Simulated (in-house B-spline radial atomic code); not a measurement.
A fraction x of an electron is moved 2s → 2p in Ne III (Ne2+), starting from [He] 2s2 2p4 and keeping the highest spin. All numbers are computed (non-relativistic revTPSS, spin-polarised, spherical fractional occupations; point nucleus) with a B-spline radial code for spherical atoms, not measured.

```tsv
x	E(x) - E(0) (eV)	2s down level (eV)	2p down level (eV)
0	0.0000	-76.004	-51.725
0.125	3.0294	-75.916	-51.723
0.25	6.0487	-75.830	-51.714
0.375	?	?	?
0.5	?	?	?
0.625	15.0521	-75.569	-51.660
0.75	18.0370	-75.482	-51.634
0.875	21.0144	-75.395	-51.605
1	23.9847	-	-51.573
```

Q: What belongs in the row x = 0.375?

A: An energy change of 9.0585 eV; 2s down at -75.743 eV, 2p down at -51.701 eV.

Q: What belongs in the row x = 0.5?

A: An energy change of 12.0594 eV; 2s down at -75.656 eV, 2p down at -51.682 eV.

Q: Check Janak's theorem between x = 0.125 and 0.25.

A: The slope of the energy is 24.15 eV; the orbital levels give 24.15 eV (ε of the receiving orbital less ε of the emptying one, averaged over the two points).
